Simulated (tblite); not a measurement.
Species: C6H12N (doublet state).
Geometry (GFN2-xTB, Å), atoms numbered from 1 in this order:
```xyz
19
C6H12N angstrom
C      2.6253    0.7198   -0.2669
C      1.7221   -0.4131   -0.0157
N      0.3485   -0.0903   -0.3293
C     -0.5568   -1.2224   -0.2938
C     -1.9453   -0.5810   -0.3511
C     -1.7407    0.8239    0.2460
C     -0.2452    0.8853    0.5665
H      3.5742    0.7781    0.2272
H      2.3647    1.4546   -1.0004
H      1.9990   -1.2712   -0.6550
H      1.8355   -0.7647    1.0328
H     -0.4418   -1.8042    0.6397
H     -0.3640   -1.8866   -1.1387
H     -2.2840   -0.5094   -1.3833
H     -2.6763   -1.1637    0.2069
H     -2.0053    1.5895   -0.4814
H     -2.3426    0.9817    1.1396
H     -0.0662    0.6132    1.6233
H      0.1891    1.8697    0.3909
```

The geometry is computed with GFN2-xTB (gas phase). This method treats the open shell by occupation alone, without spin polarisation.

Take the most abundant isotopes and a rigid rotor. The values belong to one conformer with, in the numbering `[CH2:1][CH2:2][N:3]1[CH2:4][CH2:5][CH2:6][CH2:7]1`, H–C1–C2–N3 158° and -27°, C1–C2–N3–C4 171°, C2–N3–C4–C5 168°, N3–C4–C5–C6 -26°, C4–C5–C6–C7 1°, C5–C6–C7–N3 24°.

Problem. What are A, B and C (MHz)?

Solution. Ia = 86.62, Ib = 270.98, Ic = 328.48 u·Å²; 505379 MHz·u·Å²/I gives A = 5834, B = 1865, C = 1539 MHz.

Problem. Classify the top.

Solution. An asymmetric top: κ = (2 × 1865 − 5834 − 1539)/(5834 − 1539) = -0.85.

Problem. Is it planar, by Δ = Ic − Ia − Ib?

Solution. Not planar: Δ = Ic − Ia − Ib = -29.11 u·Å². For a rigid frame Δ = −2 Σ m c², so Σ m c² = 14.56 u·Å² lies off the ab plane: 10.31 from hydrogen and 4.25 from heavier atoms. The atom farthest from that plane is 1.42 Å away.

Problem. Estimate the classical rotational partition function at 25 K, 50 K and 200 K.

Solution. Point group C1, symmetry number σ = 1; q = (√π/σ)·√((kT/h)³/(ABC)), k/h = 20836.6 MHz/K: 5150 at 25 K, 14600 at 50 K, 117000 at 200 K.

For this open shell read J as N, the rotation without spin; fine and hyperfine splittings come on top. Its GFN2-xTB frequencies are all real (lowest 17 cm⁻¹). No vibrational averaging or centrifugal distortion is included, and the geometry carries the error of its method.
